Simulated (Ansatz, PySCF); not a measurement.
The pair A = CH4 (SMILES C) (first 5 atoms), B = C3H8 (SMILES CCC); geometry from B3LYP-D3(BJ)/def2-TZVP.
(charge 0, multiplicity 1):
```json
[
 {"atom": "C", "x (Å)": "0.0176", "y (Å)": "0.1592", "z (Å)": "0.1747"},
 {"atom": "H", "x (Å)": "0.1125", "y (Å)": "0.2671", "z (Å)": "-0.9049"},
 {"atom": "H", "x (Å)": "-0.8960", "y (Å)": "-0.3864", "z (Å)": "0.4061"},
 {"atom": "H", "x (Å)": "0.8746", "y (Å)": "-0.3891", "z (Å)": "0.5626"},
 {"atom": "H", "x (Å)": "-0.0223", "y (Å)": "1.1443", "z (Å)": "0.6370"},
 {"atom": "C", "x (Å)": "0.4182", "y (Å)": "-1.2951", "z (Å)": "3.8285"},
 {"atom": "C", "x (Å)": "0.4876", "y (Å)": "0.2238", "z (Å)": "3.9603"},
 {"atom": "C", "x (Å)": "-0.8904", "y (Å)": "0.8801", "z (Å)": "3.9489"},
 {"atom": "H", "x (Å)": "1.4130", "y (Å)": "-1.7449", "z (Å)": "3.8352"},
 {"atom": "H", "x (Å)": "-0.1518", "y (Å)": "-1.7342", "z (Å)": "4.6511"},
 {"atom": "H", "x (Å)": "-0.0726", "y (Å)": "-1.5847", "z (Å)": "2.8964"},
 {"atom": "H", "x (Å)": "1.0915", "y (Å)": "0.6323", "z (Å)": "3.1452"},
 {"atom": "H", "x (Å)": "1.0084", "y (Å)": "0.4859", "z (Å)": "4.8861"},
 {"atom": "H", "x (Å)": "-0.8192", "y (Å)": "1.9656", "z (Å)": "4.0417"},
 {"atom": "H", "x (Å)": "-1.4211", "y (Å)": "0.6587", "z (Å)": "3.0201"},
 {"atom": "H", "x (Å)": "-1.5054", "y (Å)": "0.5145", "z (Å)": "4.7751"}
]
```

Correlated levels freeze the cores.

Run with Ansatz (an electronic-structure program); PySCF for the dispersion terms. Each number belongs to the level named beside it.

The monomers are drawn apart, rigid, along the line of their centres of mass. Counterpoise-corrected interaction energies (kcal/mol):

```
level                   R = 5.021 Å  R = 6.299 Å
----------------------  -----------  -----------
PBE-D3(BJ)/def2-TZVPPD      -0.4181      -0.0894
wB97M-V/def2-TZVPPD         -0.3027      -0.0771
CCSD(T)/aug-cc-pVDZ         -0.2913      -0.0725
```

**Question.** R is the distance of the centres of mass. Find the local exponent m of E ∝ R⁻ᵐ between the two points.

**Answer.** 
m = ln(E₁/E₂)/ln(R₂/R₁): PBE-D3(BJ)/def2-TZVPPD 6.8; wB97M-V/def2-TZVPPD 6.0; CCSD(T)/aug-cc-pVDZ 6.1. For scale, two fixed dipoles give m = 3, dipole and quadrupole 4, quadrupoles 5, and dispersion or dipole-induced dipole 6 at long range; at these distances several terms mix, and what is left of overlap and damping shifts m, so it need not match one of them.
